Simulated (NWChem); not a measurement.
SiHOF, singlet; SMILES O[Si]F

Program: NWChem. Low-valent species are run as closed-shell singlets; no triplet was tried in these runs. Each level has its own optimisation; frequencies are unscaled. One conformer.

| level | r F–Si (Å) | r O–Si (Å) | r H–O (Å) | highest harmonic frequency (cm⁻¹) | lowest (cm⁻¹) | zero-point energy (kcal/mol) | dipole (D) |
|---|---|---|---|---|---|---|---|
| BLYP/def2-SVP | 1.665 | 1.681 | 0.981 | 3631 | 288 | 9.7 | 0.97 |
| Hartree-Fock/STO-3G | 1.610 | 1.650 | 0.986 | 4236 | 417 | 12.0 | 0.51 |
| Hartree-Fock/3-21G | 1.640 | 1.653 | 0.963 | 3947 | 326 | 10.8 | 0.90 |
| PBE0/def2-SVP | 1.644 | 1.656 | 0.967 | 3856 | 307 | 10.2 | 0.99 |
